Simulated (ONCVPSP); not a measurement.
**lead: one change to an ONCV potential, before and after**

| Property | Result |
| --- | --- |
| Element | lead (Pb) |
| Generator | ONCVPSP 4.0.1 |
| Type | optimised norm-conserving Vanderbilt (ONCV) |
| Functional | LDA (Perdew-Wang 92) |
| Relativity | scalar-relativistic |
| Frozen core | [Xe] 4f14 5d10 |
| Valence charge | 4 |
| Reference configuration | 6s2 6p1 (charge +1) |
| Partial waves | 6s: rc 1.75 bohr, ncon 5, nbas 9, qcut 2.9 1/bohr, 2 projectors, debl 1.4 Ha; 6p: rc 2.15 bohr, ncon 5, nbas 10, qcut 3.4 1/bohr, 2 projectors, debl 2.6 Ha |
| Local potential | polynomial inside 1.10 bohr (lpopt 5, dvloc0 0 Ha) |
| Core correction | none |

All-electron outer shells of the reference configuration (LDA (PZ), scalar-relativistic, ld1.x):

```json
{"shell": "5p", "level (eV)": "-93.73", "outermost node (bohr)": "0.49", "outermost maximum (bohr)": "0.88"}
{"shell": "5d", "level (eV)": "-29.03", "outermost node (bohr)": "0.52", "outermost maximum (bohr)": "1.07"}
{"shell": "6s", "level (eV)": "-19.59", "outermost node (bohr)": "1.01", "outermost maximum (bohr)": "1.95"}
{"shell": "6p", "level (eV)": "-10.15", "outermost node (bohr)": "1.18", "outermost maximum (bohr)": "2.50"}
```

Change: s: nproj 0; local potential the s channel.

Cutoffs: the cutoffs (Ha) at which the residual kinetic energy of the hardest occupied pseudo-wave falls to 1 and 0.1 mHa per electron; they do not see the model core or the augmentation charge, which bear on the density cutoff. Errors are all-electron minus pseudo energies relative to the spin-unpolarised reference configuration.

Q: Predict the effect on cutoff, ghosts and configuration errors.

A: The potential gets neither clearly harder nor softer (62 Ha and 75 Ha → 62 Ha and 75 Ha); the bound ghost in p, s disappears; the errors of the 4 common tests hardly move; the range in which the s phases agree narrows (upper end at the end of the scan → 1.2). In the separable form a ghost depends on how the local part lies against the semilocal potential of the channel, so the choice of the local part can create or remove one.

```csv
quantity,base,changed
"cutoff, loose",62 Ha,62 Ha
"cutoff, tight",75 Ha,75 Ha
bound ghosts,"s, p",none
GHOST(+) flags under 300 eV,s at 188.9 eV,none
"error for 6s2 6p2, meV [ΔE -6.83 eV]",+16,+17
"error for 6s2 6p0, meV [ΔE 13.76 eV]",+31,+33
"error for 6s1 6p0, meV [ΔE 46.63 eV]",+232,+241
"error for 6s1 6p2, meV [ΔE 9.60 eV]",+24,+24
s: phases at 1.77 bohr within 0.05 rad from the reference energy up to (Ha; the scan ends near 5),to the end of the scan,1.2
p: phases at 2.19 bohr within 0.05 rad from the reference energy up to (Ha; the scan ends near 5),3.7,3.7
```

 A true bound ghost makes a file unfit for plane-wave use even where its test errors are small: the radial tests pick states by their node count and pass the ghost by.
